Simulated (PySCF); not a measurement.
Two species compared at the same levels of theory.

First species: C₆H₁₁F₃NP.
Atom-mapped SMILES: `[CH3:1][P:2]([N:3]1[CH2:4][CH2:5][CH2:6][CH2:7]1)[C:8]([F:9])([F:10])[F:11]` (hydrogens: H12, H13, H14 on C1; H15, H16 on C4; H17, H18 on C5; H19, H20 on C6; H21, H22 on C7)

Structure used (GFN2-xTB), in Å, numbered top down from 1:
```
atom  x, y, z in Å
C1    -2.2343   -1.1473    0.3270
P2    -1.0091    0.0977    0.9197
N3     0.0334    0.0994   -0.4563
C4     0.7521   -1.1419   -0.7216
C5     2.0225   -1.0943    0.1371
C6     2.2895    0.4099    0.3174
C7     1.1078    1.0910   -0.3910
C8    -2.0461    1.5747    0.3061
F9    -1.4457    2.7589    0.5062
F10   -3.2070    1.6253    0.9839
F11   -2.3605    1.5199   -0.9950
H12   -1.9184   -2.1448    0.6270
H13   -2.3299   -1.0923   -0.7576
H14   -3.1925   -0.9403    0.8022
H15    1.0141   -1.1378   -1.7844
H16    0.1343   -2.0155   -0.5218
H17    2.8503   -1.6102   -0.3452
H18    1.8374   -1.5694    1.1012
H19    3.2370    0.7153   -0.1215
H20    2.2996    0.6761    1.3739
H21    0.7834    2.0002    0.1138
H22    1.3717    1.3448   -1.4221
```

Second species: C7H8O2.
Cartesian coordinates in Å at the GFN2-xTB level; atoms count from 1:
```xyz
17
C7H8O2 angstrom
C     -2.4309   -0.2394   -0.4660
C     -1.5483    0.7521    0.2961
C     -0.1094    0.3448    0.2067
C      0.6180   -0.1575    1.2344
C      1.9680   -0.5259    0.9952
C      2.4976   -0.3823   -0.2411
C      1.7110    0.1495   -1.3302
O      2.0755    0.3183   -2.4663
O      0.4090    0.4983   -1.0164
H     -2.3510   -1.2332   -0.0312
H     -3.4697    0.0761   -0.4237
H     -2.1228   -0.2873   -1.5070
H     -1.8482    0.7983    1.3429
H     -1.6604    1.7425   -0.1494
H      0.1816   -0.2731    2.2112
H      2.5579   -0.9199    1.8097
H      3.5150   -0.6492   -0.4747
```

Levels: PBE0/pcSseg-1 for HOMO energy, LUMO energy and HOMO–LUMO gap. Geometries: GFN2-xTB. All species are isolated and taken at one optimised geometry, non-relativistic unless stated. Electronic properties by PySCF.

The conformers computed, where there is a choice (atom-mapped SMILES and torsion angles):
- `[CH3:1][CH2:2][c:3]1[cH:4][cH:5][cH:6][c:7](=[O:8])[o:9]1`: C1–C2–C3–C4 -109°

The conformers of `CP(N1CCCC1)C(F)(F)F` aren't listed.

```
     property  column X  column Y
  HOMO energy  -6.22 eV  -6.81 eV
  LUMO energy   0.27 eV  -1.67 eV
HOMO–LUMO gap   6.49 eV   5.14 eV
```

Which column belongs to which species?

Column X is the first species and column Y the second. The first has 22 atoms and 96 electrons, the second 17 and 66.

How does each property change from the first species to the second?

HOMO energy -0.59 eV; LUMO energy -1.94 eV; HOMO–LUMO gap -1.35 eV.

